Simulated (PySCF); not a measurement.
Cl₂Hg, charge +1, doublet, geometry from GFN2-xTB (such geometries of metal compounds can be far from the true shape) (a state made from the parent by changing its charge; the spin is typed, not shown lowest) (core potentials on Hg); SVWN5/def2-SV(P) run with PySCF.

Input for PySCF:
```python
from pyscf import gto, scf, dft

mol = gto.Mole()
mol.atom = '''
    Hg    0.00000000    0.00000000    0.00000000
    Cl   -0.00000000   -0.00000000   -2.41313779
    Cl    0.00000000    0.00000000    2.41313779
'''
mol.basis = 'def2-sv(p)'
mol.ecp = {'Hg': 'def2-sv(p)'}
mol.charge = 1
mol.spin = 1
mol.verbose = 4
mol.build()

mf = dft.UKS(mol)
mf.xc = 'lda,vwn'
mf.kernel()
mf.analyze()
```

Task: What does PySCF print? Leave out banner, timings and long lists.

Result: 
```
PySCF version 2.14.0

[INPUT] verbose = 4
[INPUT] num. atoms = 3
[INPUT] num. electrons = 53
[INPUT] charge = 1
[INPUT] spin (= nelec alpha-beta = 2S) = 1
[INPUT] symmetry False subgroup None
[INPUT] Mole.unit = angstrom
[INPUT] Symbol           X                Y                Z      unit          X                Y                Z       unit  Magmom
[...]
nuclear repulsion = 180.804681859273
number of shells = 27
number of NR pGTOs = 122
number of NR cGTOs = 61
basis = def2-sv(p)
ecp = {'Hg': 'def2-sv(p)'}

******** <class 'pyscf.dft.uks.UKS'> ********
method = UKS
initial guess = minao
damping factor = 0
level_shift factor = 0
DIIS = <class 'pyscf.scf.diis.CDIIS'>
diis_start_cycle = 1
diis_space = 8
diis_damp = 0
SCF conv_tol = 1e-09
SCF conv_tol_grad = None
SCF max_cycles = 50
direct_scf = True
direct_scf_tol = 1e-13
number electrons alpha = 27  beta = 26
XC library pyscf.dft.libxc version 7.1.2
    S. Lehtola, C. Steigemann, M. J. T. Oliveira, and M. A. L. Marques,  SoftwareX 7, 1–5 (2018)
XC functionals = lda,vwn
    P. A. M. Dirac,  Math. Proc. Cambridge Philos. Soc. 26, 376 (1930)
    F. Bloch,  Z. Phys. 57, 545 (1929)
    S. H. Vosko, L. Wilk, and M. Nusair,  Can. J. Phys. 58, 1200 (1980)
radial grids:
    Treutler-Ahlrichs [JCP 102, 346 (1995); DOI:10.1063/1.469408] (M4) radial grids

becke partition: Becke, JCP 88, 2547 (1988); DOI:10.1063/1.454033
pruning grids: <function nwchem_prune>
grids dens level: 3
symmetrized grids: False
atomic radii adjust function: <function treutler_atomic_radii_adjust>
small_rho_cutoff = 0
Set gradient conv threshold to 3.16228e-05
tot grids = 61504
init E= -1058.92581445382

cycle= 1 E= -1068.82166938952  delta_E= -9.9  |g|= 1.49  |ddm|= 11.3
cycle= 2 E= -1055.4887124442  delta_E= 13.3  |g|= 4.29  |ddm|= 6.38
cycle= 3 E= -1070.03462376917  delta_E= -14.5  |g|= 0.239  |ddm|= 4.66
cycle= 4 E= -1070.02428800514  delta_E= 0.0103  |g|= 0.263  |ddm|= 1.36

cycle= 5 E= -1070.06920375856  delta_E= -0.0449  |g|= 0.04  |ddm|= 0.506
cycle= 6 E= -1070.06855542668  delta_E= 0.000648  |g|= 0.0493  |ddm|= 1.11

cycle= 7 E= -1070.06943259826  delta_E= -0.000877  |g|= 0.0335  |ddm|= 0.0201
cycle= 8 E= -1070.0687714271  delta_E= 0.000661  |g|= 0.0457  |ddm|=  1.1

cycle= 9 E= -1070.06942308983  delta_E= -0.000652  |g|= 0.0337  |ddm|= 0.0136
cycle= 10 E= -1070.06891230288  delta_E= 0.000511  |g|= 0.0419  |ddm|=  1.1
cycle= 11 E= -1070.06916507582  delta_E= -0.000253  |g|= 0.0387  |ddm|= 0.0206
cycle= 12 E= -1070.0693592455  delta_E= -0.000194  |g|= 0.0349  |ddm|= 0.00457
cycle= 13 E= -1070.06914101068  delta_E= 0.000218  |g|= 0.0393  |ddm|=  1.1
cycle= 14 E= -1070.06892854035  delta_E= 0.000212  |g|= 0.0431  |ddm|= 0.00572
cycle= 15 E= -1070.06891721371  delta_E= 1.13e-05  |g|= 0.0433  |ddm|= 0.000297

cycle= 16 E= -1070.06960439438  delta_E= -0.000687  |g|= 0.0295  |ddm|= 0.201

cycle= 17 E= -1070.06960526478  delta_E= -8.7e-07  |g|= 0.0295  |ddm|= 0.259
cycle= 18 E= -1070.0684365751  delta_E= 0.00117  |g|= 0.0507  |ddm|=  1.1
cycle= 19 E= -1070.06833968637  delta_E= 9.69e-05  |g|= 0.0521  |ddm|= 0.00155
cycle= 20 E= -1070.06661370513  delta_E= 0.00173  |g|= 0.0722  |ddm|= 0.0229

cycle= 21 E= -1070.0643583018  delta_E= 0.00226  |g|= 0.0922  |ddm|= 0.0226
cycle= 22 E= -1070.06913879954  delta_E= -0.00478  |g|= 0.0394  |ddm|= 0.0599
cycle= 23 E= -1070.06909526226  delta_E= 4.35e-05  |g|= 0.0402  |ddm|=  1.1
cycle= 24 E= -1070.06846867438  delta_E= 0.000627  |g|= 0.0502  |ddm|= 0.0138
cycle= 25 E= -1070.06862438653  delta_E= -0.000156  |g|= 0.0479  |ddm|= 0.00297
cycle= 26 E= -1070.06589397166  delta_E= 0.00273  |g|= 0.0792  |ddm|= 0.0356
cycle= 27 E= -1070.06724502007  delta_E= -0.00135  |g|= 0.0655  |ddm|= 0.0173
cycle= 28 E= -1070.06777779138  delta_E= -0.000533  |g|= 0.0594  |ddm|= 0.00726
cycle= 29 E= -1070.068479501  delta_E= -0.000702  |g|= 0.0501  |ddm|= 1.11
cycle= 30 E= -1070.0688050604  delta_E= -0.000326  |g|= 0.0451  |ddm|= 0.00855
[...]
cycle= 39 E= -1070.06893205701  delta_E= -4.24e-06  |g|= 0.043  |ddm|= 0.0121
cycle= 40 E= -1070.06908335581  delta_E= -0.000151  |g|= 0.0403  |ddm|= 0.0793
cycle= 41 E= -1070.06917659192  delta_E= -9.32e-05  |g|= 0.0387  |ddm|= 0.935

cycle= 42 E= -1070.06951691864  delta_E= -0.00034  |g|= 0.0316  |ddm|= 0.853
cycle= 43 E= -1070.06913735727  delta_E= 0.00038  |g|= 0.0392  |ddm|=  1.1
cycle= 44 E= -1070.06926993098  delta_E= -0.000133  |g|= 0.0369  |ddm|= 0.0534
cycle= 45 E= -1070.06923975507  delta_E= 3.02e-05  |g|= 0.0374  |ddm|= 0.00533
cycle= 46 E= -1070.06924142107  delta_E= -1.67e-06  |g|= 0.0374  |ddm|= 0.00505

cycle= 47 E= -1070.06952024611  delta_E= -0.000279  |g|= 0.0315  |ddm|= 0.169

cycle= 48 E= -1070.06943743004  delta_E= 8.28e-05  |g|= 0.0334  |ddm|=  1.1

cycle= 49 E= -1070.0694276079  delta_E= 9.82e-06  |g|= 0.0336  |ddm|= 0.0146

cycle= 50 E= -1070.06955745767  delta_E= -0.00013  |g|= 0.0307  |ddm|= 0.0169
SCF not converged.
SCF energy = -1070.06955745767 after 50 cycles  <S^2> = 0.75100697  2S+1 = 2.0010067
**** SCF Summaries ****
Total Energy =                       -1070.069557457673000
Nuclear Repulsion Energy =             180.804681859273359
One-electron Energy =                -1886.553213028458458
Two-electron Energy =                  635.678973711512185
Two-electron Coulomb Energy =          702.463399926655029
DFT Exchange-Correlation Energy =      -66.784426215142872
**** MO energy ****
                             alpha | beta                alpha | beta
[...]
spin_pop of  0 Hg 5s       -0.00003
spin_pop of  0 Hg 6s       -0.01824
spin_pop of  0 Hg 7s       -0.00065
spin_pop of  0 Hg 8s       -0.00000
spin_pop of  0 Hg 9s       -0.00001
spin_pop of  0 Hg 10s       -0.00020
spin_pop of  0 Hg 5px      -0.00004
spin_pop of  0 Hg 5py      -0.00004
spin_pop of  0 Hg 5pz      -0.00012
spin_pop of  0 Hg 6px      -0.00129
spin_pop of  0 Hg 6py      -0.00130
spin_pop of  0 Hg 6pz      -0.00079
spin_pop of  0 Hg 7px      -0.00149
spin_pop of  0 Hg 7py      -0.00151
spin_pop of  0 Hg 7pz       0.00005
spin_pop of  0 Hg 5dxy      0.00196
spin_pop of  0 Hg 5dyz      0.03821
spin_pop of  0 Hg 5dz^2     0.00055
spin_pop of  0 Hg 5dxz      0.00055
spin_pop of  0 Hg 5dx2-y2    0.02553
spin_pop of  0 Hg 6dxy     -0.00007
spin_pop of  0 Hg 6dyz      0.00326
spin_pop of  0 Hg 6dz^2    -0.00056
spin_pop of  0 Hg 6dxz     -0.00055
spin_pop of  0 Hg 6dx2-y2    0.00233
spin_pop of  1 Cl 1s       -0.00000
spin_pop of  1 Cl 2s       -0.00000
spin_pop of  1 Cl 3s        0.00030
spin_pop of  1 Cl 4s       -0.00006
spin_pop of  1 Cl 2px       0.00002
spin_pop of  1 Cl 2py       0.00001
spin_pop of  1 Cl 2pz      -0.00000
spin_pop of  1 Cl 3px       0.27857
spin_pop of  1 Cl 3py       0.18774
spin_pop of  1 Cl 3pz       0.00886
spin_pop of  1 Cl 4px       0.00103
spin_pop of  1 Cl 4py       0.00060
spin_pop of  1 Cl 4pz      -0.00001
spin_pop of  1 Cl 3dxy      0.00000
spin_pop of  1 Cl 3dyz      0.00001
spin_pop of  1 Cl 3dz^2    -0.00003
spin_pop of  1 Cl 3dxz      0.00002
spin_pop of  1 Cl 3dx2-y2    0.00000
spin_pop of  2 Cl 1s       -0.00000
spin_pop of  2 Cl 2s       -0.00000
spin_pop of  2 Cl 3s        0.00030
spin_pop of  2 Cl 4s       -0.00006
spin_pop of  2 Cl 2px       0.00002
spin_pop of  2 Cl 2py       0.00001
spin_pop of  2 Cl 2pz      -0.00000
spin_pop of  2 Cl 3px       0.27874
spin_pop of  2 Cl 3py       0.18790
spin_pop of  2 Cl 3pz       0.00886
spin_pop of  2 Cl 4px       0.00103
spin_pop of  2 Cl 4py       0.00060
spin_pop of  2 Cl 4pz      -0.00001
spin_pop of  2 Cl 3dxy      0.00000
spin_pop of  2 Cl 3dyz      0.00001
spin_pop of  2 Cl 3dz^2    -0.00003
spin_pop of  2 Cl 3dxz      0.00002
spin_pop of  2 Cl 3dx2-y2    0.00000
In total            27.00000 | 26.00000

WARN: System has nonzero charge 1; the dipole moment is origin-dependent.
Location of origin: [0. 0. 0.]

Dipole moment(X, Y, Z, Debye):  0.00000,  0.00000,  0.00349
```

Convergence was not reached.
